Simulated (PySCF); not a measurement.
C3H5FOSi, SMILES C#C[Si@H](O)CF. Heavy atoms are numbered as in [CH:1]#[C:2][Si@H:3]([OH:4])[CH2:5][F:6]. Hydrogens are named by the atom that carries them.

Coordinates come from a PBE-D3(BJ)/def2-SVP optimisation. The structure was generated by enumeration; whether it is a known compound was not checked. One conformer was computed; it need not be the lowest.

These are KT2/pcSseg-1 (PySCF) values and carry that method's errors.

GIAO shieldings, no solvent; atoms alike by connectivity are averaged. δ = σ(ref) − σ: ¹³C against TMS (σ = 185.1 ppm); ²⁹Si against TMS (σ = 361.9 ppm); ¹⁷O against H2O (σ = 330.4 ppm); ¹⁹F against CFCl3 (σ = 127.1 ppm); ¹H against TMS (σ = 31.47 ppm), references at their B3LYP-D3(BJ)/def2-TZVP geometries, non-relativistic.

Computed chemical shifts:
| nucleus | atoms | count | δ (ppm) |
|---|---|---|---|
| ¹³C | C1 (CH) | 1 | 97.0 |
| ¹³C | C2 | 1 | 82.6 |
| ¹³C | C5 (CH2) | 1 | 80.2 |
| ²⁹Si | Si3 (SiH) | 1 | -33.5 |
| ¹⁷O | O4 (OH) | 1 | 36.5 |
| ¹⁹F | F6 | 1 | -333.4 |
| ¹H | H on Si3 | 1 | 5.65 |
| ¹H | H on C5 | 2 | 5.21 |
| ¹H | H on C1 | 1 | 3.22 |
| ¹H | H on O4 | 1 | 1.39 |
